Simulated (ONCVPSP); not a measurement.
**Before and after: ONCV potential for iodine (I)**

```json
{
 "Element": "I",
 "Generator": "ONCVPSP 4.0.1",
 "Type": "optimised norm-conserving Vanderbilt (ONCV)",
 "Functional": "PBE",
 "Relativity": "scalar-relativistic",
 "Frozen core": "[Kr]",
 "Valence charge": "17",
 "Reference configuration": "4d10 5s2 5p5",
 "Partial waves": "5s: rc 1.85 bohr, ncon 4, nbas 8, qcut 3.5 1/bohr, 1 projector; 5p: rc 1.60 bohr, ncon 4, nbas 8, qcut 5.8 1/bohr, 2 projectors, debl 2.9 Ha; 4d: rc 1.30 bohr, ncon 4, nbas 8, qcut 11.9 1/bohr, 2 projectors, debl 2.1 Ha",
 "Local potential": "polynomial inside 0.90 bohr (lpopt 5, dvloc0 0 Ha)",
 "Core correction": "Teter function, fcfact 4.25, rcfact 1.15"
}
```

Change: all radii but the core radius scaled by about 1.25 (s 2.32, p 2.00, d 1.64 bohr); local potential polynomial inside 1.12 bohr (lpopt 5, dvloc0 0 Ha).

Cutoffs: the cutoffs (Ha) at which the residual kinetic energy of the hardest occupied pseudo-wave falls to 1 and 0.1 mHa per electron; they do not see the model core or the augmentation charge, which bear on the density cutoff. Errors are all-electron minus pseudo energies relative to the spin-unpolarised reference configuration.

Task: How do hardness, ghosts and transferability respond?

Result: The potential gets softer (51 Ha and 76 Ha → 44 Ha and 51 Ha); the bound ghosts move from p, s to s; the lowest positive-energy flag moves from none to p at 33.8 eV; of the 4 tests that both files solve, the error grows in 1 and shrinks in 1 by more than 15 % and 0.3 meV (median size 2.8 → 2.2 meV). A larger radius leaves more room for a smooth pseudo-wave, so fewer plane waves are needed.

| quantity | base | changed |
| --- | --- | --- |
| cutoff, loose | 51 Ha | 44 Ha |
| cutoff, tight | 76 Ha | 51 Ha |
| loose cutoff by channel | s 24 Ha, p 19 Ha, d 51 Ha | s 6.6 Ha, p 9.7 Ha, d 44 Ha |
| bound ghosts | s, p | s |
| GHOST(+) flags under 300 eV | none | p at 33.8 eV |
| error for 4d10 5s2 5p4, meV [ΔE 11.13 eV] | -2.4 | -1.5 |
| error for 4d10 5s2 5p3, meV [ΔE 30.98 eV] | -3.2 | +2.8 |
| error for 4d10 5s2 5p2, meV [ΔE 60.31 eV] | +6.7 | +26 |
| error for 4d10 5s2 5p4.5, meV [ΔE 4.53 eV] | -1.1 | -1.0 |
| rms error of d²Exc/dni dnj with the model core, mHa | 2.94 | 3.16 |

 A true bound ghost makes a file unfit for plane-wave use even where its test errors are small: the radial tests pick states by their node count and pass the ghost by.
